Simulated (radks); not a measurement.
The numbers below are computed, except where a source is named.
Valence configurations of P3+ (all share [Ne]). Level of theory: non-relativistic Kohn-Sham, PBE, spin-polarised, spherical densities, point nucleus; open shells are filled with parallel spins first (a radial shooting solver on a logarithmic mesh with Libxc functionals). Energies are relative to 3s2; eigenvalues in eV for spin up.

| valence | E (eV) | moment (Bohr magnetons) | e(3p) | e(3s) |
|---|---|---|---|---|
| 3s2 | 0.000 | 0 | - | -45.504 |
| 3s1.5 3p0.5 | 4.612 | 1 | -36.415 | -46.618 |
| 3s1 3p1 | 8.353 | 2 | -37.222 | -47.503 |
| 3p2 | 18.635 | 2 | -37.705 | - |
| 3s0.5 3p1.5 | 13.494 | 2 | -37.466 | -47.749 |

NIST lists [Ne] 3s2 as the ground configuration; this level of theory agrees among the configurations tried. The energies are those of spherical high-spin densities, not of single terms.
